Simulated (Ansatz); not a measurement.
Diatomic YC, multiplicity 6 (an upper state: multiplicity 4 came lower at CCSD(T)/def2-TZVPP on PBE0 minima). No spin–orbit coupling.

The constants come from a fifth-degree fit in 1/R (seven points, main isotopes). In def2 and cc sets the state is the lowest found near the PBE0 minimum, followed along R.

Codes used: Ansatz (Gaussian orbitals).  In def2 rows elements past Kr take small-core potentials, without spin–orbit coupling.

| level | r_e (Å) | ω_e (cm⁻¹) | ω_e x_e (cm⁻¹) | α_e (cm⁻¹) | dipole (D) |
|---|---|---|---|---|---|
| PBE/def2-TZVPP | 2.258 | 510 | 2.7 | 0.0022 | 3.06 |
| PBE0/def2-TZVPP | 2.252 | 523 | 2.6 | 0.0021 | 3.33 |
| wB97X-V/def2-TZVPP | 2.274 | 514 | 2.4 | 0.0020 | 3.46 |
| CCSD/def2-TZVPP | 2.280 | 516 | 2.4 | 0.0020 | - |
| CCSD(T)/def2-TZVPP | 2.277 | 517 | 2.4 | 0.0020 | - |

Correlated levels freeze the inner cores; with def2 sets outer-core shells near the valence are correlated too.

Ansatz is a program for electronic structure.
